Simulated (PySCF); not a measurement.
Trend along the chalcogens: MNa cations

MP2 with double-zeta basis sets in PySCF, for the lowest determinant that a PBE0 search found; no spin–orbit coupling. De refers to high-spin ground-configuration atoms (the charge goes to the atom of lower measured ionisation energy or higher electron affinity, which is not always the lowest computed limit).

| M | basis | reference, frozen orbitals | charged atom | state (unpaired electrons) | Re (Å) | ωe (cm⁻¹) | De (eV) |
| --- | --- | --- | --- | --- | --- | --- | --- |
| S | def2-SVP | UHF, 6 | Na+ | triplet (π ↑↑) | 2.947 | 165 | 0.58 |
| Se | def2-SVP | UHF, 10 | Na+ | triplet (π ↑↑) | 3.060 | 141 | 0.59 |
| Te | x2c-SVPall | UHF, 19 | Na+ | triplet (π ↑↑) | 3.215 | 140 | 0.72 |

The shortest bond is that of NaS⁺ (2.947 Å), the longest that of NaTe⁺ (3.215 Å).

The rows differ in basis set, which adds steps of its own.

Down a group the atoms grow and get heavier, so bonds lengthen and wavenumbers fall; this series shows no clear exception.

Correlated steps freeze the inner cores (6 to 19 orbitals); shallow outer-core shells are correlated. Correlated levels converge slowly with the basis: in double zeta they bind strong bonds too weakly, by up to about 1 eV, and carry superposition errors of some tenths. These are scalar-relativistic numbers at best; spin–orbit coupling would shift them, the dissociation energy most. For an ion De counts to the pair picked by the measured ionisation energies or electron affinities, which need not be the lowest pair at this level. States were picked by a PBE0 search and need not be the measured ground states.
